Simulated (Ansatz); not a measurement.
**Worked example: vertical ionisation energy of CH7ClSi2 (SMILES [SiH3]C[SiH2]Cl)**

CH7ClSi2: 11 atoms, total charge 0, spin state singlet. As SMILES, `[SiH3]C[SiH2]Cl`. Geometry: relaxed at PBE0-D4/def2-TZVP. This is one conformer, not always the lowest.

```xyz
11

Si    1.0063    1.2856   -0.1829
C    -0.5704    0.2827   -0.3561
Si   -0.4998   -1.3974    0.4290
Cl   -2.2875   -2.3883    0.1587
H     0.8543    2.6107   -0.8388
H     1.3239    1.4976    1.2542
H     2.1433    0.5667   -0.8163
H    -1.3974    0.8443    0.0911
H    -0.7972    0.1627   -1.4208
H     0.5615   -2.2288   -0.1877
H    -0.2715   -1.2928    1.8902
```

Both states at this one shape; open shells run unrestricted unless said. 1 Eh = 27.2114 eV.

| level | program | singlet CH7ClSi2 (Eh) | doublet [CH7ClSi2]+ (Eh) | HOMO of the first (eV) |
| --- | --- | --- | --- | --- |
| HF/STO-3G | Ansatz | -1067.348430 | -1067.021234 | -9.66 |
| HF/def2-SVP | Ansatz | -1079.011451 | -1078.623058 | -11.74 |
| revPBE/def2-SVP | Ansatz | -1080.968318 | -1080.598158 | -7.19 |

Task: Work out the vertical ionisation energy at each level.

Result: 
1. HF/STO-3G: -1067.021234 − (-1067.348430) = 0.327196 Eh = 8.90 eV; −ε(HOMO) = 9.66 eV.
2. HF/def2-SVP: -1078.623058 − (-1079.011451) = 0.388393 Eh = 10.57 eV; −ε(HOMO) = 11.74 eV.
3. revPBE/def2-SVP: -1080.598158 − (-1080.968318) = 0.370160 Eh = 10.07 eV; −ε(HOMO) = 7.19 eV.

No measured value is set beside it here; the levels span 8.90 to 10.57 eV. In Hartree–Fock, −ε(HOMO) (Koopmans) exceeds the difference of totals by the orbital relaxation of the ion. In semi-local functionals −ε(HOMO) lies far under the ionisation energy, a result of self-interaction. Minimal sets are far from the basis-set limit.
